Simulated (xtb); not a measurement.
C3H6Cl (SMILES CC[CH]Cl), doublet, from a rough starting geometry; GFN2-xTB (xtb).

Here is a job for xtb.
```
$ xtb mol.xyz --gfn 2 --uhf 1 --opt vtight --json

# file mol.xyz
10

C     -0.21659575    -0.50124022     0.10443932
C      1.24880607    -0.05411679     0.07085089
C     -1.14320799     0.80076403     0.10147718
H     -0.45078822    -1.07544998     0.97358476
H     -0.44513630    -1.12882732    -0.70555035
H      1.89795127    -0.94772051     0.07744867
Cl    -2.88771440     0.33854668     0.08008335
H      1.49572397     0.60854825    -0.79729033
H      1.49095780     0.55095303     0.98696412
H     -0.88614102     1.36831912    -0.82924447
```

Write the output that xtb gives for this input, abridged.


```
   ID    Z sym.   atoms
    1    6 C      1-3
    2    1 H      4-6, 8-10
    3   17 Cl     7

           -------------------------------------------------
          |                Calculation Setup                |
           -------------------------------------------------

           -------------------------------------------------
          |                 G F N 2 - x T B                 |
           -------------------------------------------------

          ...................................................
          :                      SETUP                      :
          :.................................................:
          :  # basis functions                  28          :
          :  # atomic orbitals                  27          :
          :  # shells                           15          :
          :  # electrons                        25          :
          :  max. iterations                   250          :
          :  Hamiltonian                  GFN2-xTB          :
          :  restarted?                      false          :
          :  GBSA solvation                  false          :
          :  PC potential                    false          :
          :  electronic temp.          300.0000000     K    :
          :  accuracy                    1.0000000          :
          :  -> integral cutoff          0.2500000E+02      :
          :  -> integral neglect         0.1000000E-07      :
          :  -> SCF convergence          0.1000000E-05 Eh   :
          :  -> wf. convergence          0.1000000E-03 e    :
          :  Broyden damping             0.4000000          :
          :  net charge                          0          :
          :  unpaired electrons                  1          :
          ...................................................

 iter      E             dE          RMSdq      gap      omega  full diag
   1    -14.0298529 -0.140299E+02  0.338E+00    5.03       0.0  T
   2    -14.0537219 -0.238690E-01  0.176E+00    5.46       1.0  T
   3    -14.0549450 -0.122312E-02  0.118E+00    5.21       1.0  T
   4    -14.0576680 -0.272294E-02  0.286E-01    5.35       1.0  T
   5    -14.0580777 -0.409746E-03  0.126E-01    5.32       1.0  T
   6    -14.0581094 -0.316401E-04  0.497E-02    5.34       1.0  T
   7    -14.0581137 -0.433167E-05  0.336E-02    5.34       1.0  T
   8    -14.0581170 -0.333888E-05  0.210E-02    5.35       1.5  T
   9    -14.0581185 -0.152352E-05  0.113E-02    5.35       2.8  T
  10    -14.0581196 -0.102237E-05  0.195E-03    5.36      16.3  T
  11    -14.0581196  0.180756E-08  0.748E-04    5.36      42.3  T
  12    -14.0581196 -0.291812E-08  0.438E-04    5.36      72.2  T

   *** convergence criteria satisfied after 12 iterations ***

         :::::::::::::::::::::::::::::::::::::::::::::::::::::
         ::                     SUMMARY                     ::
         :::::::::::::::::::::::::::::::::::::::::::::::::::::
         :: total energy             -13.935596355921 Eh    ::
         :: gradient norm              0.113410401210 Eh/a0 ::
         :: HOMO-LUMO gap              5.357178175326 eV    ::
         ::.................................................::
         :: SCC energy               -14.058118365789 Eh    ::
         :: -> isotropic ES            0.003455390616 Eh    ::
         :: -> anisotropic ES          0.001359488976 Eh    ::
         :: -> anisotropic XC          0.006871609134 Eh    ::
         :: -> dispersion             -0.004684303674 Eh    ::
         :: repulsion energy           0.122522009868 Eh    ::
         :: add. restraining           0.000000000000 Eh    ::
         :: total charge               0.000000000000 e     ::
         :::::::::::::::::::::::::::::::::::::::::::::::::::::

      -----------------------------------------------------------
     |                   =====================                   |
     |                        A N C O P T                        |
     |                   =====================                   |
     |               Approximate Normal Coordinate               |
     |                Rational Function Optimizer                |
      -----------------------------------------------------------
      -----------------------------------------------------------
     |                   =====================                   |
     |                        A N C O P T                        |
     |                   =====================                   |
     |               Approximate Normal Coordinate               |
     |                Rational Function Optimizer                |
      -----------------------------------------------------------

          ...................................................
          :                      SETUP                      :
          :.................................................:
          :   optimization level         verytight          :
          :   max. optcycles                   200          :
          :   ANC micro-cycles                  20          :
          :   degrees of freedom                24          :
          :.................................................:
          :   RF solver                   davidson          :
          :   write xtbopt.log                true          :
          :   linear?                        false          :
          :   energy convergence         0.1000000E-06 Eh   :
          :   grad. convergence          0.2000000E-03 Eh/α :
          :   maxmium RF displ.          1.0000000          :
          :   Hlow (freq-cutoff)         0.1000000E-01      :
          :   Hmax (freq-cutoff)         5.0000000          :
          :   S6 in model hess.         20.0000000          :
          ...................................................

generating ANC from exact Hessian ...
Using Lindh-Hessian (1995)
 Shifting diagonal of input Hessian by    5.3985735015687026E-003
 Lowest  eigenvalues of input Hessian
[...]
 * total energy  :   -13.9355964 Eh     change       -0.1335474E-08 Eh
 * total energy  :   -13.9522672 Eh     change       -0.1667082E-01 Eh
 * total energy  :   -13.9557625 Eh     change       -0.3495352E-02 Eh
 * total energy  :   -13.9571267 Eh     change       -0.1364214E-02 Eh
 * total energy  :   -13.9575880 Eh     change       -0.4612844E-03 Eh
 * total energy  :   -13.9578172 Eh     change       -0.2291565E-03 Eh
 * total energy  :   -13.9579137 Eh     change       -0.9649328E-04 Eh
 * total energy  :   -13.9579419 Eh     change       -0.2821311E-04 Eh
 * total energy  :   -13.9579547 Eh     change       -0.1281601E-04 Eh
 * total energy  :   -13.9579619 Eh     change       -0.7201714E-05 Eh
 * total energy  :   -13.9579667 Eh     change       -0.4827564E-05 Eh
 * total energy  :   -13.9579678 Eh     change       -0.1114775E-05 Eh
 * total energy  :   -13.9579679 Eh     change       -0.9842699E-07 Eh
   *** GEOMETRY OPTIMIZATION CONVERGED AFTER 13 ITERATIONS ***
[...]
         ::                     SUMMARY                     ::
         :::::::::::::::::::::::::::::::::::::::::::::::::::::
         :: total energy             -13.957967944353 Eh    ::
         :: gradient norm              0.000110957370 Eh/a0 ::
         :: HOMO-LUMO gap              5.082193002051 eV    ::
         ::.................................................::
         :: SCC energy               -14.100300181757 Eh    ::
         :: -> isotropic ES            0.003748781580 Eh    ::
         :: -> anisotropic ES          0.001275398622 Eh    ::
         :: -> anisotropic XC          0.006682673472 Eh    ::
         :: -> dispersion             -0.004753579521 Eh    ::
         :: repulsion energy           0.142332237405 Eh    ::
         :: add. restraining           0.000000000000 Eh    ::
         :: total charge               0.000000000000 e     ::
         :::::::::::::::::::::::::::::::::::::::::::::::::::::

           -------------------------------------------------
          |                Property Printout                |
           -------------------------------------------------

    * Orbital Energies and Occupations

         #    Occupation            Energy/Eh            Energy/eV
      -------------------------------------------------------------
         1        2.0000           -1.0565211             -28.7494
         2        2.0000           -0.6327489             -17.2180
         3        2.0000           -0.5949356             -16.1890
         4        2.0000           -0.5679242             -15.4540
         5        2.0000           -0.5212906             -14.1850
         6        2.0000           -0.5144394             -13.9986
         7        2.0000           -0.5014296             -13.6446
         8        2.0000           -0.4698696             -12.7858
         9        2.0000           -0.4613017             -12.5527
        10        2.0000           -0.4555957             -12.3974
        11        2.0000           -0.4402982             -11.9811
        12        2.0000           -0.4165524             -11.3350
        13        1.0000           -0.3111938              -8.4680 (HOMO)
        14                         -0.1244266              -3.3858 (LUMO)
        15                          0.0111034               0.3021
        16                          0.0173101               0.4710
        17                          0.0175014               0.4762
        18                          0.0271091               0.7377
        19                          0.1068912               2.9087
        20                          0.1286130               3.4997
        21                          0.1466779               3.9913
        22                          0.1521756               4.1409
        23                          0.1756398               4.7794
        24                          0.2310111               6.2861
       ...                                ...                  ...
        27                          0.3218581               8.7582
      -------------------------------------------------------------
                  HL-Gap            0.1867672 Eh            5.0822 eV
             Fermi-level           -0.2908417 Eh           -7.9142 eV

     #   Z          covCN         q      C6AA      α(0)
     1   6 C        3.822    -0.052    21.482     6.596
     2   6 C        3.755    -0.109    22.636     6.784
     3   6 C        2.801    -0.006    28.168     8.695
     4   1 H        0.924     0.058     2.217     2.329
     5   1 H        0.923     0.057     2.240     2.341
     6   1 H        0.925     0.045     2.385     2.415
     7  17 Cl       0.914    -0.131   103.241    15.545
     8   1 H        0.925     0.042     2.421     2.433
     9   1 H        0.925     0.046     2.375     2.410
    10   1 H        0.926     0.051     2.310     2.377

 Mol. C6AA /au·bohr⁶  :       1154.001062
 Mol. C8AA /au·bohr⁸  :      31084.931769
 Mol. α(0) /au        :         51.923498

Wiberg/Mayer (AO) data.
largest (>0.10) Wiberg bond orders for each atom

 ---------------------------------------------------------------------------
     #   Z sym  total        # sym  WBO       # sym  WBO       # sym  WBO
 ---------------------------------------------------------------------------
     1   6 C    3.997 --     3 C    1.075     2 C    1.007     4 H    0.961
                             5 H    0.930
     2   6 C    3.995 --     1 C    1.007     9 H    0.988     8 H    0.987
                             6 H    0.986
     3   6 C    3.298 --     7 Cl   1.177     1 C    1.075    10 H    0.972
     4   1 H    0.996 --     1 C    0.961
     5   1 H    0.994 --     1 C    0.930
     6   1 H    0.998 --     2 C    0.986
     7  17 Cl   1.243 --     3 C    1.177
     8   1 H    0.998 --     2 C    0.987
     9   1 H    0.998 --     2 C    0.988
    10   1 H    0.997 --     3 C    0.972
 ---------------------------------------------------------------------------

Topologies differ in total number of bonds
Writing topology from bond orders to xtbtopo.mol

molecular dipole:
                 x           y           z       tot (Debye)
 q only:        0.702      -0.146      -0.102
   full:        0.591      -0.156      -0.170       1.613
molecular quadrupole (traceless):
                xx          xy          yy          xz          yz          zz
 q only:       -3.680       0.778       2.138       0.688      -0.369       1.542
  q+dip:       -4.473       0.424       2.602       0.773      -0.870       1.871
   full:       -3.570       0.624       2.005       0.728      -0.605       1.565

optimized geometry written to: xtbopt.xyz

           -------------------------------------------------
          | TOTAL ENERGY              -13.957967944353 Eh   |
          | GRADIENT NORM               0.000110957370 Eh/α |
          | HOMO-LUMO GAP               5.082193002051 eV   |
           -------------------------------------------------
```
